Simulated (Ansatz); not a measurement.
`F[B]1[S][GaH]1` → B• + F• + Ga• + H• + S•  (atomization)

Calculated with Ansatz (gas phase, PBE0-D4/def2-TZVP geometries, no zero-point term in ΔE). CBS: MP2 limit from def2 TZ/QZ plus the TZ coupled-cluster correction, frozen cores. This one scheme is used for every species, atoms too. Functionals use def2-TZVPP. B3LYP here is the variant with VWN-RPA as its local correlation; programs differ in this. HSE06 is defined as in plane-wave codes. No spin–orbit coupling; open shells (•) take unrestricted orbitals. Spin–orbit coupling would lower the free atoms: a little for B, F, S; clearly for Ga. Bonds to Ga are less sure, by a few kJ/mol each and by 10 to 20 or more in all where they break to atoms, as the def2 sets lack core-valence functions. Scalar relativity is left out up to krypton.

`F[B]1[S][GaH]1`:

```xyz
5

F     1.848   -1.041    0.840
B     0.705   -0.571    0.405
S    -0.951   -1.169    0.394
Ga   -0.285    0.913   -0.494
H    -1.317    1.867   -1.144
```

| level | ΔE (kJ/mol) | difference from CCSD(T)/CBS |
| --- | --- | --- |
| LDA (SPW92) | 1981.1 | 319.8 |
| revPBE-D4 | 1669.5 | 8.2 |
| BLYP-D4 | 1654.2 | -7.1 |
| r2SCAN-D4 | 1706.7 | 45.4 |
| B97M-V | 1709.6 | 48.3 |
| PBE0-D4 | 1679.6 | 18.3 |
| B3LYP-D4 | 1643.3 | -18.0 |
| r2SCANh-D4 | 1685.4 | 24.1 |
| r2SCAN0-D4 | 1655.3 | -6.0 |
| HSE06-D4 | 1681.4 | 20.1 |
| BHLYP-D4 | 1577.0 | -84.3 |
| CAM-B3LYP-D4 | 1651.1 | -10.2 |
| ωB97X-V | 1669.6 | 8.3 |
| ωB97M-V | 1668.5 | 7.2 |
| B2PLYP | 1641.5 | -19.8 |
| PBE-QIDH | 1673.1 | 11.8 |
| revPBE | 1638.1 | -23.2 |
| r2SCAN | 1704.1 | 42.8 |
| PBE0 | 1669.4 | 8.1 |
| B3LYP | 1623.0 | -38.3 |
| r2SCANh | 1682.6 | 21.3 |
| r2SCAN0 | 1652.2 | -9.1 |
| BHLYP | 1558.6 | -102.7 |
| CAM-B3LYP | 1640.4 | -20.9 |
| LC-ωPBE | 1664.1 | 2.8 |
| HF/def2-SVP | 1182.4 | -478.9 |
| MP2/def2-SVP | 1634.2 | -27.1 |
| CCSD/def2-SVP | 1527.6 | -133.7 |
| CCSD(T)/def2-SVP | 1562.1 | -99.2 |
| HF/def2-TZVPP | 1168.7 | -492.6 |
| MP2/def2-TZVPP | 1697.5 | 36.2 |
| SCS-MP2/def2-TZVPP | 1644.6 | -16.7 |
| CCSD/def2-TZVPP | 1572.8 | -88.5 |
| CCSD(T)/def2-TZVPP | 1619.2 | -42.1 |
| HF/def2-QZVPP | 1169.5 | -491.8 |
| MP2/def2-QZVPP | 1722.0 | 60.7 |
| SCS-MP2/def2-QZVPP | 1672.0 | 10.7 |
| HF/CBS(def2) | 1169.6 | -491.7 |
| MP2/CBS(def2) | 1739.7 | 78.4 |
| CCSD/CBS(def2) | 1615.0 | -46.3 |
| CCSD(T)/CBS | 1661.3 | 0 |

Largest T1 diagnostic among the species: 0.016.

From r2SCAN to r2SCAN0 (25 % exact exchange), in def2-TZVPP and without D4, ΔE moves by −52.0 kJ/mol: exact exchange takes away binding that semilocal exchange gives to molecules. In def2-TZVPP, CCSD(T) changes the Hartree–Fock value by +450.4 kJ/mol (the triples alone add +46.4 kJ/mol) and MP2 by +528.8 kJ/mol; breaking electron pairs costs correlation energy, which Hartree–Fock lacks. At CCSD(T), def2-SVP lies −99.2 kJ/mol from the extrapolated value and def2-TZVPP −42.1 kJ/mol: correlation converges slowly with the basis, and small sets miss more of it in the bonded molecule than in its fragments.

For atomizations the MP2-based limit and the directly extrapolated one differ by several kJ/mol either way, and by 10 to 25 for some Ge, Se and Sn compounds, so smaller differences from it don't rank the levels.
